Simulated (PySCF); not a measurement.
Two-component Hartree-Fock for Tb(59+) (terbium, charge +59)

Start: [He] 2s2 2p2; 2p1/2 filled at m_j = -1/2, +1/2. Calculated with PySCF 2.14 in an even-tempered Gaussian basis (17 s from 41 bohr⁻², ratio 2.4; 13 p from 53 bohr⁻², ratio 2.4; 5 d from 170 bohr⁻², ratio 2.6; 4 f from 260 bohr⁻², ratio 2.6): generalised Hartree-Fock with the X2C-1e Hamiltonian and a Gaussian nucleus; one run each with spin-orbit coupling (SO) switched off, then screened by Boettger's factors.

```json
{"spinor shell": "1s1/2", "electrons": "2", "ε, spin-free (eV)": "-58259.1", "ε, screened SO (eV)": "-58214.4", "weight of nominal j (screened SO)": "1.000", "rms radius, screened SO (bohr)": "0.0244"}
{"spinor shell": "2s1/2", "electrons": "2", "ε, spin-free (eV)": "-13911.9", "ε, screened SO (eV)": "-13898.2", "weight of nominal j (screened SO)": "1.000", "rms radius, screened SO (bohr)": "0.0951"}
{"spinor shell": "2p1/2", "electrons": "2", "ε, spin-free (eV)": "-13146.0", "ε, screened SO (eV)": "-13678.7", "weight of nominal j (screened SO)": "1.000", "rms radius, screened SO (bohr)": "0.0805"}
```

```csv
quantity,spin-free,screened SO
E (hartree),-6496.22513,-6537.13209
M_J,0,0
⟨J²⟩,2.000,0.000
⟨L²⟩,2.000,1.333
⟨S²⟩,2.000,1.333
```

Breit and QED terms are absent; they matter most for the inner s and p1/2 levels.

Densities and radii are taken from the X2C orbitals without a picture-change correction, which distorts them close to the nucleus.

Without spin-orbit coupling the j labels of p, d and f shells carry no meaning; the spin-free column gives the mean over the occupied spinors of each nl shell.
